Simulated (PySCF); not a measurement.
Compound: phenyl trifluoromethyl sulfide, C₇H₅F₃S.
SMILES with atom numbers: `[F:1][C:2]([F:3])([F:4])[S:5][c:6]1[cH:7][cH:8][cH:9][cH:10][cH:11]1` (hydrogens: H12 on C7; H13 on C8; H14 on C9; H15 on C10; H16 on C11)

Method: PBE0-D3(BJ)/def2-SVP geometry optimisation, gas phase in PySCF 2.14.0; density fitting, grid level 2; the optimiser is geomeTRIC in internal coordinates, started from a GFN2-xTB structure.

Step 0: E = -26291.8365 eV
```
atom  x, y, z in Å  |  force x, y, z in eV/Å
F1      2.4933    1.3628    0.4467   -0.003  -0.182  -0.008
C2      2.7517    0.1446   -0.0384    0.011   0.357  -0.248
F3      2.4283    0.1741   -1.3345    0.014  -0.075   0.195
F4      4.0616   -0.0527    0.0458   -0.142  -0.222   0.170
S5      1.8460   -1.1560    0.8639   -0.036   0.267  -0.210
C6      0.2060   -0.5714    0.4135    0.948  -0.402   0.308
C7     -0.4292    0.3572    1.2198   -0.143   0.056  -0.002
C8     -1.6817    0.8175    0.8520   -0.015   0.014   0.042
C9     -2.2842    0.3469   -0.3032   -0.022   0.017  -0.010
C10    -1.6396   -0.5885   -1.0959   -0.012  -0.042  -0.028
C11    -0.3875   -1.0574   -0.7386   -0.149   0.023  -0.054
H12     0.0538    0.7166    2.1150    0.230   0.150   0.371
H13    -2.1856    1.5441    1.4706   -0.243   0.336   0.272
H14    -3.2598    0.7112   -0.5872   -0.442   0.160  -0.126
H15    -2.1099   -0.9559   -1.9949   -0.232  -0.160  -0.414
H16     0.1292   -1.7842   -1.3459    0.236  -0.298  -0.259
```

Problem. Estimate the geometry and energy of step 1. (The exact step hangs on the optimiser's Hessian estimate; all steps are aligned on step 0, rigid shifts and turns removed.)

Solution. E = -26291.8878 eV, largest force 0.234 eV/Å
```
atom  x, y, z in Å  |  force x, y, z in eV/Å
F1      2.6215    1.3852    0.4334   -0.013   0.015  -0.026
C2      2.8437    0.1615   -0.0343   -0.049  -0.185   0.136
F3      2.6430    0.1949   -1.3463   -0.002   0.036  -0.020
F4      4.1150   -0.1535    0.1946   -0.007   0.088  -0.063
S5      1.8396   -1.1063    0.7983    0.056  -0.049   0.030
C6      0.2123   -0.5380    0.3683   -0.005   0.105  -0.048
C7     -0.4408    0.3859    1.1889    0.076   0.009   0.060
C8     -1.7241    0.8130    0.8618   -0.051   0.046   0.034
C9     -2.3568    0.3163   -0.2765   -0.049   0.018  -0.019
C10    -1.7060   -0.6081   -1.0917   -0.058  -0.018  -0.056
C11    -0.4218   -1.0382   -0.7719    0.087  -0.062  -0.020
H12     0.0677    0.7661    2.0778   -0.014  -0.006  -0.019
H13    -2.2344    1.5373    1.5018    0.012  -0.014  -0.014
H14    -3.3656    0.6523   -0.5301    0.017  -0.009   0.005
H15    -2.2025   -0.9984   -1.9839    0.013   0.008   0.017
H16     0.1017   -1.7612   -1.4016   -0.013   0.018   0.004
```

The energy changes by -0.0513 eV. The first-order estimate −F·Δx gives -0.1306 eV and the mean of the old and new forces, exact on a quadratic surface, -0.0529 eV. The step makes an angle of 79° with the force vector and moves no atom by more than 0.216 Å.

The cost below is that of the whole optimisation. Time: 2.0 min; peak memory 0.88 GiB. Hardware: Arm Neoverse V1, one thread, shared host with 64 logical CPUs at a one-minute load of 63.
